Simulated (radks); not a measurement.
Species: the iron ion Fe+. Configuration: [Ar] 3d6 4s1 (the NIST ground configuration).

Calculated with a radial shooting solver on a logarithmic mesh with Libxc functionals: Dirac Kohn-Sham, BLYP, spin-unpolarised, spherical densities, point nucleus; open shells are shared between the two j in proportion to 2j + 1; speed of light set to 1370.36 atomic units (10 times the physical value, a model run).

Energy parts (hartree):
part                       energy
total                 -1263.38843
kinetic                1262.64681
electron-nucleus      -2998.38192
Hartree                 527.59168
exchange-correlation    -55.24499

Orbitals (lengths in bohr, moments of r in powers of bohr; <r^-3> diverges for s and p1/2):
orbital  occ.  eigenvalue (hartree)  <r^-3>      <r>       <r^4>  small-component weight
1s1/2       2             -255.2118       -  0.05914  0.00005611                8.67e-05
2s1/2       2             -29.94578       -   0.2701     0.01289                1.58e-05
2p1/2       2             -25.89272       -   0.2367    0.009599                1.57e-05
2p3/2       4             -25.88822   463.9   0.2367    0.009603                1.57e-05
3s1/2       2              -3.68236       -   0.8198      0.9816                3.43e-06
3p1/2       2              -2.49823       -   0.8615       1.357                3.04e-06
3p3/2       4              -2.49767   57.53   0.8616       1.358                3.04e-06
3d3/2     2.4              -0.59260   5.021    1.108       7.208                1.93e-06
3d5/2     3.6              -0.59254   5.020    1.108       7.210                1.93e-06
4s1/2       1              -0.44992       -    2.736       118.4                3.78e-07
4p1/2       0              -0.27169       -    3.453       315.2                2.39e-07
4p3/2       0              -0.27166   3.082    3.453       315.3                2.39e-07

The highest occupied level is 4s1/2 at -12.243 eV. The density falls to 0.001 e/bohr^3 at r = 3.89 bohr.
